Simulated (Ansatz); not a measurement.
Start from `NCB(O)O` and change one atom or group to get `OB(O)[SiH2]F`.

Ansatz, PBE0-D4/def2-TZVP geometries, multiplicity 1. Each molecule was computed in one conformer, which needn't be the lowest.

```tsv
property	`NCB(O)O`
size of the dipole moment (PBE/def2-TZVPP) / D	1.63
LUMO energy (PBE0/def2-TZVPP) / eV	0.65
HOMO energy (PBE/def2-TZVPP) / eV	-5.79
HOMO energy (PBE0/def2-TZVPP) / eV	-7.28
LUMO energy (B3LYP/def2-TZVPP) / eV	0.29
HOMO energy (ωB97M-V/def2-TZVPP) / eV	-9.68
```

**Question.** Give the same properties after the change, and the shifts. (Best estimate.)

**Answer.** Ansatz gave: 
```
                                      property  `OB(O)[SiH2]F`  shift
size of the dipole moment (PBE/def2-TZVPP) / D            2.61   0.98
            LUMO energy (PBE0/def2-TZVPP) / eV           -0.76  -1.41
             HOMO energy (PBE/def2-TZVPP) / eV           -6.98  -1.19
            HOMO energy (PBE0/def2-TZVPP) / eV           -8.35  -1.07
           LUMO energy (B3LYP/def2-TZVPP) / eV           -0.97  -1.26
         HOMO energy (ωB97M-V/def2-TZVPP) / eV          -10.54  -0.86
```

With PBE0 the HOMO falls by 1.07 eV and the LUMO falls by 1.41 eV, so the gap narrows by about 0.34 eV. PBE moves the HOMO by -1.19 eV and ωB97M-V by -0.86 eV. Dipoles are sizes alone; their direction can turn.

B3LYP here is the variant with VWN-RPA as its local correlation; programs differ in this.
